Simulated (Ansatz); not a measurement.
H2O4W, singlet, geometry from GFN2-xTB (such geometries of metal compounds can be far from the true shape) (core potentials on W); Ansatz (a program for electronic structure) with PBE0/def2-SVP.

Ansatz was given this input:
Ansatz 0.2 input:
```yaml
crystal:
  periodic: [false, false, false]
  atoms:
    - {symbol: W, position_ang: [0.04245152, 0.00010856, 0.00617511]}
    - {symbol: O, position_ang: [1.16227353, 0.78461633, -0.99567295]}
    - {symbol: O, position_ang: [0.83435974, -0.77951039, 1.28610829]}
    - {symbol: O, position_ang: [-0.90205874, -1.26075159, -0.99386071]}
    - {symbol: H, position_ang: [-1.13046067, -2.02030589, -1.54734730]}
    - {symbol: O, position_ang: [-1.15412496, 1.25549336, 0.69476301]}
    - {symbol: H, position_ang: [-1.53454846, 2.01349073, 1.15968831]}
basis:
  gaussian:
    orbitals: def2-SVP
hamiltonian:
  xc: pbe0
scf: {lower_state_search: off}
```

Question: Predict the main parts of the log of this Ansatz run.

Answer: 
```
Functional definition: PBE0
these checks for a lower state are left out or cut short: stability, starts, cluster_reference, orbital_swaps, neighbouring_geometries, increment
1035 factors; their error is unknown
mean field evaluation 1: about -10016.5222 eV, gradient 1.0e2 eV
mean field evaluation 2: about -9877.4173 eV, gradient 2.8e2 eV
mean field evaluation 4: about -10034.7860 eV, gradient 2.2e1 eV
mean field evaluation 8: about -10035.6152 eV, gradient 1.8e-1 eV
mean field evaluation 16: about -10035.6922 eV, gradient 1.2e-4 eV
mean field -10035.69216132 eV, -368.8048844922 hartree, gradient 3.2e-6 eV, S^2 0.000000; 0 other end points of the search recorded, 0 dependent functions left out
reference -10035.69221087 eV, -368.8048863131 hartree; 24, 24 occupied and 74, 74 virtual orbitals, 1035 factors
Total energy: -10035.69221087 eV, -368.8048863131 hartree
Checks for a lower state left out: stability, starts, cluster_reference, orbital_swaps, neighbouring_geometries, increment
```
